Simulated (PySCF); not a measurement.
A geometry optimisation on `C=[CH][AlH2-][BiH3+]`.

Computed with PBE0-D3(BJ)/def2-SVP geometry optimisation, gas phase, def2 core potentials past Kr (PySCF 2.14.0). Start geometry: GFN2-xTB. A driver script takes a list of jobs; this job's settings line and coordinates (Å) are shown.

Input:
```
{"job": {"xc": "PBE0", "basis": "def2-SVP", "d3": "d3bj", "grid": 1, "maxiter": 30, "shake": 0.01, "kind": "geom"}, "charge": 0, "multiplicity": 1}
C      2.127450     0.407740     0.939680
C      1.356030     0.501450    -0.177940
Al     0.382340    -1.185340    -0.591960
Bi    -2.036660    -0.015480    -0.152200
H      2.686340     1.247430     1.325930
H      2.151250    -0.486330     1.501140
H      1.379850     1.465930    -0.694530
H      0.191480    -2.176690     0.595080
H     -0.078470    -1.662890    -1.974260
H     -3.808920    -0.288480     0.098090
H     -2.404000     1.641590    -0.641450
H     -1.906980     0.522790     1.528110
```

Output:
```
step   0  E = -537.63924322  max force = 0.033230
step   1  E = -537.64940648  max force = 0.012795
step   2  E = -537.65223994  max force = 0.005980
step   3  E = -537.65311373  max force = 0.005160
step   4  E = -537.65364841  max force = 0.002011
step   5  E = -537.65390394  max force = 0.002765
step   6  E = -537.65416687  max force = 0.001948
step   7  E = -537.65427002  max force = 0.001831
step   8  E = -537.65436338  max force = 0.000869
step   9  E = -537.65439985  max force = 0.000392
step  10  E = -537.65441086  max force = 0.000265
optimisation converged
```

Energies in Eh; «max force» is the largest Cartesian gradient component in Eh/bohr.

Task: Give the first gradient maximum in eV/Å.

Result: With 1 Eh/bohr = 51.422 eV/Å, 1.709 eV/Å.

Main results: final energy -537.65441 Eh after 10 steps; dipole 1.61 D.

Task: Where do the atoms end?

Result: 0.317 Å rms from the input after alignment:
```
atom  x, y, z in Å
C1     1.9879    0.5150    0.9584
C2     1.4881    0.3107   -0.2724
Al3    0.4547   -1.2986   -0.7119
Bi4   -2.0666    0.1165    0.1369
H5     2.5677    1.4080    1.2280
H6     1.8470   -0.2130    1.7684
H7     1.6859    1.0996   -1.0134
H8     0.3443   -2.4174    0.4227
H9     0.0091   -1.6066   -2.2120
H10   -3.7916   -0.3410    0.1084
H11   -2.3730    1.7536   -0.4925
H12   -2.1136    0.6451    1.8351
```

Task: How long does this job take on Intel Xeon Platinum 8488C, one thread, shared host? And the peak memory of the process?

Result: About 57 s, with 0.48 GiB resident at the peak, the Python interpreter and its libraries included.
Labels such as C1 count atoms from 1, the log's own numbers from 0.
